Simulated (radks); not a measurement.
Effect of the nuclear size on the europium ion Eu+, [Xe] 4f7 6s1. All-electron calculation, Dirac Kohn-Sham, BLYP, spin-unpolarised, spherical densities, finite nucleus; open shells are shared between the two j in proportion to 2j + 1; Fermi nuclear charge, rms radius 5.1115 fm. Program: a radial shooting solver on a logarithmic mesh with Libxc functionals. The rms radius is varied about that value; shifts are against it.

rms radius (fm) = 4.3192: total energy shift (eV) -5.40; density at nucleus (e/bohr^3) 6.04e+05; 1s1/2 shift (meV) -2230; 2s1/2 shift (meV) -285; 5s1/2 shift (meV) -2.20; 5p1/2 shift (meV) 0.172; 6s1/2 shift (meV) -0.200; 4f7/2 shift (meV) 0.342
rms radius (fm) = 4.7639: total energy shift (eV) -2.45; density at nucleus (e/bohr^3) 5.895e+05; 1s1/2 shift (meV) -1010; 2s1/2 shift (meV) -129; 5s1/2 shift (meV) -0.999; 5p1/2 shift (meV) 0.078; 6s1/2 shift (meV) -0.091; 4f7/2 shift (meV) 0.155
rms radius (fm) = 5.1115: total energy shift (eV) 0; density at nucleus (e/bohr^3) 5.794e+05; 1s1/2 shift (meV) 0.000; 2s1/2 shift (meV) 0.000; 5s1/2 shift (meV) 0.000; 5p1/2 shift (meV) 0.000; 6s1/2 shift (meV) 0.000; 4f7/2 shift (meV) 0.000
rms radius (fm) = 5.4795: total energy shift (eV) 2.74; density at nucleus (e/bohr^3) 5.695e+05; 1s1/2 shift (meV) 1130; 2s1/2 shift (meV) 144; 5s1/2 shift (meV) 1.11; 5p1/2 shift (meV) -0.087; 6s1/2 shift (meV) 0.102; 4f7/2 shift (meV) -0.173
rms radius (fm) = 5.7095: total energy shift (eV) 4.52; density at nucleus (e/bohr^3) 5.638e+05; 1s1/2 shift (meV) 1870; 2s1/2 shift (meV) 238; 5s1/2 shift (meV) 1.84; 5p1/2 shift (meV) -0.144; 6s1/2 shift (meV) 0.168; 4f7/2 shift (meV) -0.286

Slopes of the eigenvalues against <r^2> in GHz/fm^2, as finite differences over the two radii next to the reference (eigenvalue slopes, not the field-shift constants of lines): 1s1/2 70700, 2s1/2 9030, 5s1/2 69.7, 5p1/2 -5.46, 6s1/2 6.35, 4f7/2 -10.8.
